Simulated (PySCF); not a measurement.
CH6GeN2.
SMILES with atom numbers: `[H]/[N:1]=[CH:2]\[GeH2:3][NH2:4]` (hydrogens: H5 on N1; H6 on C2; H7, H8 on Ge3; H9, H10 on N4)

Computed by this run: PBE0-D3(BJ)/def2-SVP geometry optimisation, gas phase (PySCF 2.14.0); density fitting, grid level 1; the optimiser is geomeTRIC in internal coordinates, started from a GFN2-xTB structure.

Geometry at step 0:
```
atom  x, y, z in Å
N1      2.3686    0.1399    0.2272
C2      1.3343    0.1469   -0.4776
Ge3    -0.5455    0.5481    0.0888
N4     -1.6981   -0.8526    0.0261
H5      2.2220    0.3945    1.2061
H6      1.4819   -0.1235   -1.5235
H7     -0.5438    0.9888    1.5324
H8     -1.1792    1.5961   -0.7858
H9     -1.4522   -1.6649    0.5754
H10    -1.9792   -1.1687   -0.8915
```

Task: What forces act on the atoms?

Result: 
```tsv
atom	Fx (eV/Å)	Fy (eV/Å)	Fz (eV/Å)
N1	1.315	-0.091	0.525
C2	-1.315	0.224	0.000
Ge3	0.525	-0.291	-0.103
N4	-0.291	-0.305	-0.002
H5	-0.294	0.091	0.167
H6	-0.038	-0.147	-0.632
H7	0.211	0.206	0.589
H8	-0.142	0.488	-0.458
H9	0.087	-0.159	0.177
H10	-0.058	-0.017	-0.262
```

The largest, 1.42 eV/Å, acts on N1; the rms over all components is 0.444 eV/Å. The forces sum to zero within rounding, as they must for an isolated molecule in no field.

Task: Give the force on N1 in Eh/bohr and in nN.

Result: 1.419 eV/Å ÷ 51.422 = 0.02759 Eh/bohr, and 1.419 eV/Å × 1.602 = 2.27 nN.

Task: How far is this geometry from the end of the optimisation?

Result: 0.081 eV above it, and 0.111 Å rms away after alignment. The bonds farthest from their final lengths, with half the difference of the two atoms' forces along the bond (positive lengthens):

| bond | now (Å) | final (Å) | force along bond (eV/Å) |
| --- | --- | --- | --- |
| Ge3–H8 | 1.505 | 1.540 | +0.51 |
| Ge3–H7 | 1.509 | 1.544 | +0.40 |
| C2–Ge3 | 2.004 | 1.979 | -0.93 |
| Ge3–N4 | 1.815 | 1.835 | +0.26 |
| N1=C2 | 1.252 | 1.271 | +1.24 |
| C2–H6 | 1.090 | 1.108 | +0.44 |

The angle farthest from its final value is C2–Ge3–H7, 109.1° against 104.9°.

Of the 6 listed bonds off by 0.010 Å or more, this force points towards the final length in 6.

The cost below is that of the whole optimisation. The run took 36 s of wall time on one thread of an Arm Neoverse V1, shared host with 64 logical CPUs at a one-minute load of 17, and the process peaked at 0.43 GiB of memory.
